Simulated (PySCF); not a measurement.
H3O, SMILES [OH3+], charge +1. Atoms are numbered in the order given.

```xyz
4

O      0.0000     0.0000     0.0808
H      0.8183     0.4724    -0.2155
H      0.0000    -0.9449    -0.2155
H     -0.8183     0.4724    -0.2155
```
Charge +1, spin multiplicity 1.

Geometry: PBE-D3(BJ)/def2-TZVPD.

All values below come from PBE-D3(BJ)/def2-TZVPD (PySCF).

Frequencies are harmonic and unscaled.

Modes within 1.5 cm⁻¹ of each other (mostly degenerate sets) share a row, with their intensities summed.

| mode | ν (cm⁻¹) | IR (km/mol) | moving atoms (share of kinetic energy) |
|---|---|---|---|
| 1 | 856 | 409.7 | H 85 %, O 15 % |
| 2–3 | 1633 | 193.9 | H 94 % |
| 4 | 3466 | 27.5 | H 99 % |
| 5–6 | 3550 | 852.6 | H 92 % |
